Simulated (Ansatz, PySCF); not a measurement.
C6H14Be (SMILES C[CH2][Be][C](C)(C)C), singlet, geometry from GFN2-xTB (such geometries of metal compounds can be far from the true shape). Base run: PySCF with CASSCF(2,4)/STO-3G.

The PySCF input:
```python
from pyscf import gto, scf, mcscf
import numpy

mol = gto.M(
    atom='''
Be    0.20431093   -0.34247493   -0.79345261
C    -0.51595153   -0.34232323   -2.37308026
C    -1.56328191    0.78718594   -2.46596972
H    -1.04003978   -1.26798808   -2.63495260
H     0.16734070   -0.19686385   -3.21539988
H    -1.10690194    1.76210467   -2.30671238
H    -2.34935244    0.66071829   -1.72409434
H    -2.03477385    0.79747792   -3.44974052
C     0.58640529   -0.16893503    0.88485207
C    -0.88617674   -0.15926304    1.35021822
C     1.31000795   -1.26754611    1.67338307
C     1.19922456    1.17723213    1.29991545
H    -0.94231622    0.01231184    2.42788957
H    -1.37814170   -1.10873155    1.14194068
H    -1.45556099    0.63257397    0.86405611
H     0.88301992   -2.24688643    1.46568701
H     2.36571300   -1.29913160    1.41379831
H     1.23085770   -1.08452530    2.74792035
H     2.25441164    1.22027839    1.03971115
H     0.69644957    2.00865844    0.80820849
H     1.11068503    1.32179925    2.37958539
''',
    basis='sto-3g',
    verbose=3,
)

mf = scf.RHF(mol)
mf.kernel()
mc = mcscf.CASSCF(mf, 4, 2)
mc.fix_spin_(ss=0.0)
mc.kernel()
occ = numpy.linalg.eigvalsh(mc.fcisolver.make_rdm1(mc.ci, mc.ncas, mc.nelecas))[::-1]
ss = mc.fcisolver.spin_square(mc.ci, mc.ncas, mc.nelecas)[0]
print('natural occupations', occ.round(4), ' <S^2>', round(ss, 4))
```

Programs used: Ansatz (a quantum-chemistry and plane-wave program), PySCF; a row that names a program was run with it.

The base run was repeated with changes; each row names its change, and settings that it needs were set with it.

| change | ΔE vs base (kcal/mol) | natural occupations | <S^2> of the state |
|---|---|---|---|
| base | 0.000 | 1.98 0.02 0.00 0.00 | 0.00 |
| start = MP2 natural orbitals | 0.000 | 1.98 0.02 0.00 0.00 | 0.00 |
| code = ansatz | -0.514 | - | - |
| active space = 4 electrons, 5 orbitals | -7.71 | 1.98 1.98 0.03 0.01 0.01 | 0.00 |
| active space = 4 electrons, 6 orbitals | -8.90 | 1.98 1.97 0.03 0.01 0.01 0.00 | 0.00 |
| fix_spin_ = off | 0.000 | 1.98 0.02 0.00 0.00 | 0.00 |
| orbitals = fixed (CASCI) | 7.59 | 2.00 0.00 0.00 0.00 | 0.00 |
| code = ansatz; correction = SC-NEVPT2, all electrons | -208.3 | - | - |
| active space = 8 electrons, 6 orbitals | -10.74 | 2.00 2.00 1.98 1.98 0.02 0.02 | 0.00 |
| state_average = 2 states | 4.19 | - | - |
| correction = SC-NEVPT2 | -208.3 | 1.98 0.02 0.00 0.00 | 0.00 |

Active orbitals are taken around the Fermi level unless the row says otherwise; CASSCF can end in different local minima, and two programs can end on different orbitals. State-averaged rows give the lowest state.

Ansatz warned in this series: other orbitals give a lower active-space energy.
